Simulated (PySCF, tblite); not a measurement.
C2H10NO2Si2 (doublet state).
Cartesian coordinates in Å at the GFN2-xTB level; atoms count from 1:
```xyz
17
C2H10NO2Si2 angstrom
C     -1.3674    0.7851    0.5701
N     -0.7811   -0.3864   -0.0315
C     -1.5633   -1.5747    0.2027
Si     0.9059   -0.5259   -0.3194
O      1.1940   -1.6897   -1.4097
O      1.3613    0.9219   -0.8885
Si     2.1578    2.3250   -0.7747
H     -0.7617    1.6540    0.3298
H     -1.4375    0.6911    1.6613
H     -2.3763    0.9367    0.1753
H     -1.0762   -2.4249   -0.2656
H     -1.6729   -1.7838    1.2738
H     -2.5630   -1.4540   -0.2250
H      1.7689   -0.9292    0.7829
H      0.8589   -1.6016   -2.2985
H      1.7604    3.0031    0.4552
H      3.5853    2.0653   -0.8952
```

Jobs on this species (17 atoms, 73 electrons) with PySCF (density fitting) and tblite. Hardware of each: one thread, Arm Neoverse V2 (aarch64) (shared host). Times come from a shared host and carry two figures at best.

Question: Rank these jobs by wall time, shortest first.
A. UKS B3LYP, pcH-1 on C H N O Si, non-relativistic, mean-field spin-orbit, GIAO; unrestricted SCF, g, hyperfine, density and orbital grids written; 295 basis functions
B. GFN2-xTB; Hessian by finite differences
C. GFN2-xTB; L-BFGS relaxation

Answer: B (0.55 s), C (1.1 s), A (1.9 min).

All jobs:

```
                                                           level and settings                                                               work  basis functions  SCF cycles  wall time
                                                                     GFN2-xTB                                      Hessian by finite differences                –           –     0.55 s
                                                                     GFN2-xTB                                                  L-BFGS relaxation                –           –      1.1 s
UKS B3LYP, pcH-1 on C H N O Si, non-relativistic, mean-field spin-orbit, GIAO  unrestricted SCF, g, hyperfine, density and orbital grids written              295          12    1.9 min
```

Question: What do all jobs in the table cost together?

Answer: About 1.9 min; the longest takes about 99 % of that, and about 210 times as long as the shortest.
